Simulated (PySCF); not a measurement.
**Electron correlation in P⁺ (phosphorus, charge +1)**

[Ne] 3s2 3p2, high-spin 3P determinant. Computed with PySCF 2.14 in x2c-TZVPall, with scalar relativity by spin-free X2C-1e. Frozen: [Ne]; 4 electrons correlated.

MP2 pair energies summed by pair of shells (mhartree):

```tsv
pair	energy	share (%)
3s-3p	-37.54	62.1
3s-3s	-16.57	27.4
3p-3p	-6.35	10.5
```

Total MP2 correlation energy: -60.47 mhartree.

Same-spin part -10.21 and opposite-spin part -50.26 mhartree; SCS-MP2 scales them by 1/3 and 6/5 to -63.71 mhartree.

```json
{"level": "CCSD", "correlation energy (mhartree)": "-81.04"}
{"level": "(T)", "correlation energy (mhartree)": "-2.23"}
{"level": "CCSD(T)", "correlation energy (mhartree)": "-83.27"}
```

Diagnostics: T1 = 0.0096, D1 = 0.0249, largest double amplitude 0.103.

Cost of the coupled-cluster step: 0.34 s of wall time on 1 thread of Neoverse-V2 (shared host), for 4 correlated electrons.

Iterations:

```
CC2 = 0
CCSD nocc = (np.int64(3), np.int64(1)), nmo = (32, 32)
frozen orbitals [[0, 1, 2, 3, 4], [0, 1, 2, 3, 4]]
max_cycle = 100
direct = 0
conv_tol = 1e-08
conv_tol_normt = 1e-06
diis_space = 8
diis_start_cycle = 0
Init t2, MP2 energy = -0.0604663320742058
Init E_corr(UCCSD) = -0.0604663320819853
cycle = 1  E_corr(UCCSD) = -0.0745462823093291  dE = -0.0140799502  norm(t1,t2) = 0.0514083
cycle = 2  E_corr(UCCSD) = -0.0785496449858047  dE = -0.00400336268  norm(t1,t2) = 0.0200399
cycle = 3  E_corr(UCCSD) = -0.0810349510371514  dE = -0.00248530605  norm(t1,t2) = 0.00936855
cycle = 4  E_corr(UCCSD) = -0.0810313665582456  dE = 3.58447891e-06  norm(t1,t2) = 0.00175919
cycle = 5  E_corr(UCCSD) = -0.0810477638594214  dE = -1.63973012e-05  norm(t1,t2) = 0.000260379
cycle = 6  E_corr(UCCSD) = -0.0810427147370111  dE = 5.04912241e-06  norm(t1,t2) = 6.01911e-05
cycle = 7  E_corr(UCCSD) = -0.0810453033647461  dE = -2.58862774e-06  norm(t1,t2) = 9.12025e-06
cycle = 8  E_corr(UCCSD) = -0.0810447085996416  dE = 5.94765105e-07  norm(t1,t2) = 2.18963e-06
cycle = 9  E_corr(UCCSD) = -0.0810446976666193  dE = 1.09330222e-08  norm(t1,t2) = 3.6371e-07
cycle = 10  E_corr(UCCSD) = -0.0810447172218366  dE = -1.95552173e-08  norm(t1,t2) = 9.98409e-08
cycle = 11  E_corr(UCCSD) = -0.0810447173267456  dE = -1.04908957e-10  norm(t1,t2) = 4.9346e-08
UCCSD converged
E(UCCSD) = -341.2433228571458  E_corr = -0.08104471732674559
UCCSD(T) correction = -0.00222817775696629
```
